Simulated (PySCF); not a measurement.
In⁺: ionisation energy

In⁺ [Kr] 4d10 5s2 (1S) → In²⁺ [Kr] 4d10 5s1 (2S), as a difference of total energies. Computed with PySCF 2.14 in def2-TZVPPD with the def2 core potential (28 electrons), with a scalar-relativistic core potential. Correlated levels: valence and next inner shell: nothing frozen outside the core potential. The calculations carry no spin-orbit coupling.

```
                                method  ionisation energy (eV)  error (eV)
                                   UHF                  17.010      -1.860
    MP2 (valence and next inner shell)                  18.701      -0.169
SCS-MP2 (valence and next inner shell)                  18.665      -0.205
   CCSD (valence and next inner shell)                  18.600      -0.270
CCSD(T) (valence and next inner shell)                  18.687      -0.183
```

Reference: 18.870 eV (measured; NIST Atomic Spectra Database, ionization energies).

Errors of the correlated levels include the incompleteness of this basis.
